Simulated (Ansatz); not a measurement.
`O[SiH](F)[O][GeH3]` + H₂Te → `O[SiH](F)[TeH]` + `[OH][GeH3]` at 700 K and 1 bar (ligand exchange at the Si–O bond).

Calculated with Ansatz (gas phase, PBE0-D4/def2-TZVP geometries, no zero-point term in ΔE). CCSD(T)/CBS adds triple-zeta CCSD(T) − MP2 to the extrapolated MP2 energy (def2 sets, frozen cores). Elements past krypton have def2 core potentials. For Ge, Te outer-core shells are correlated without core-valence functions, which leaves a few kJ/mol of doubt a bond. Scalar relativity is left out up to krypton. Each species was taken in one conformer, which may not be the lowest.

```
             species  CCSD(T)/CBS energy (Eh)  H − E (kJ/mol)  S (J/(mol·K))
`O[SiH](F)[O][GeH3]`              -2618.53177           228.5          512.1
                H₂Te               -268.91024            57.2          261.6
    `O[SiH](F)[TeH]`               -733.71271           152.4          439.5
        `[OH][GeH3]`              -2153.69723           141.7          338.7
```

H − E and S are ideal-gas, rigid-rotor, harmonic terms from PBE0-D4/def2-TZVP, for one conformer and one mirror image of each species. 1 Eh = 2625.50 kJ/mol, R = 8.31446 J/(mol·K).

Task: By hand: ΔE, ΔH, ΔS and ΔG.

Result: ΔE = (-733.71271) + (-2153.69723) − (-2618.53177) − (-268.91024) = 0.03207 Eh = 84.2 kJ/mol. Δ(H − E) = 152.4 + 141.7 − 228.5 − 57.2 = 8.4, so ΔH = 92.6 kJ/mol. ΔS = 439.5 + 338.7 − 512.1 − 261.6 = 4.5 J/(mol·K). ΔG = 92.6 − 700 × (4.5)/1000 = 89.4 kJ/mol.

Task: By hand: the equilibrium constant, and the temperature at which ΔG would vanish if ΔH and ΔS stayed fixed.

Result: log₁₀ K = −ΔG/(RT ln 10) = -6.7. ΔG = 0 at ΔH/ΔS = 20578 K, far beyond where these terms or the molecules hold.

The number of gas molecules stays the same, so ΔS is small and ΔH decides. A doubt of 5 kJ/mol in ΔE shifts log₁₀ K by 0.4 here. Other conformers and mirror images would add mixing entropy, several J/(mol·K) or more a flexible species. Modes under 60 cm⁻¹, often nearly free rotors, make the harmonic entropy too high. These are equilibria of isolated gas molecules and say nothing of rates. Largest T1 diagnostic: 0.012 (customary marks: 0.02 for closed shells, 0.045 for open ones).
